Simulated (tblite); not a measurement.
C₇H₇NO.
SMILES with atom numbers: `[CH3:1][O:2][C:3]1=[CH:4][C:5]([C:6]#[N:7])=[CH:8][CH2:9]1` (hydrogens: H10, H11, H12 on C1; H13 on C4; H14 on C8; H15, H16 on C9)

Computed with GFN2-xTB (tblite), gas phase: nudged elastic band of 9 images (0 to 8), spring 0.2 eV/Å², climbing image at the end, force threshold 0.05 eV/Å. The top image wasn't refined or checked by frequencies; at this threshold it can lie a kcal/mol or more above the true saddle point of the method.

The band describes a rotation about C3–O2 (vinylic carbon bearing oxygen, ether oxygen), followed by the dihedral C9–C3–O2–C1, from the optimised start (180°) to a second optimised geometry at 0°.

Question: How does the energy change from image to image?

Answer: 
```
image  dihedral (°)  E (kcal/mol)  C3–O2 (Å)  C9···C1 (Å)  largest true force (eV/Å)
    0           180          0.00      1.347         3.73                       0.01
    1          -160          1.04      1.349         3.70                       0.06
    2          -137          3.46      1.354         3.62                       0.07
    3          -113          5.80      1.363         3.47                       0.05
    4           -88          6.63      1.365         3.28                       0.02
    5           -63          5.76      1.359         3.10                       0.05
    6           -40          4.11      1.353         2.95                       0.07
    7           -18          2.71      1.350         2.84                       0.06
    8             0          2.08      1.349         2.87                       0.01
```

Barriers of this band. The top is image 4 at -88°: 6.63 kcal/mol forward and 4.55 kcal/mol back; the end lies 2.08 kcal/mol above the start. The central bond is 0.018 Å longer at the top than at the start.

Question: What rate follows at 350 K for crossing this barrier forward?

Answer: Taking the electronic barrier for the free energy of activation (no zero-point or entropy terms, transmission 1), rate = (kT/h)·exp(−ΔE/kT) ≈ 5 × 10^8 s⁻¹, whose inverse is 2 × 10^-9 s. An error of 1 kcal/mol in the barrier changes this by a factor of 4, and the method and the loose band can each miss by that much or more.

Question: How would the two end points share their population at 350 K, from these energies alone?

Answer: exp(−ΔE/kT) with ΔE = 0.090 eV gives 0.051 for the higher one (end) against 1 for the lower, without vibrational, rotational or degeneracy terms.

Question: How long is the path, and how are the images spaced?

Answer: Cartesian distances between aligned neighbours (all atoms, Å): 0.75, 0.80, 0.84, 0.86, 0.90, 0.88, 0.86, 0.78; the sum is 6.67 Å, and the top lies 49 % of the way along.

The cost below is that of the whole band run. Time: 13 s of wall time; peak memory 0.18 GiB. Hardware: AMD EPYC, one thread, no GPU (shared host).
